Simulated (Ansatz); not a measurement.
Basis-set extrapolation for `BN[SiH2]CO` (PBE0-D4/def2-TZVP geometry, frozen core, Ansatz 0.2.0). Multiplicity 1, RHF reference.

|  | def2-TZVPP | def2-QZVPP |
| --- | --- | --- |
| HF | -485.594372 | -485.613264 |
| MP2 correlation | -0.852498 | -0.914051 |
| CCSD(T) correlation | -0.935154 | not run |

Energies in hartree. Use E(X) = E(∞) + A·exp(−7.88·√X) for Hartree–Fock and E(X) = E(∞) + B·X^(−2.97) for correlation, with X = 3 and 4, and add CCSD(T) minus MP2 of the smaller set to the MP2 limit.

What is the CCSD(T) energy at the basis-set limit?

HF limit: -485.613264 + (-0.018892) × 0.13774 = -485.61587. MP2 limit: -0.914051 + (-0.061553) × 0.74074 = -0.95965. Higher-order term: -0.935154 − (-0.852498) = -0.08266. Total: -486.65818 hartree, 3.50 eV below CCSD(T)/def2-TZVPP.
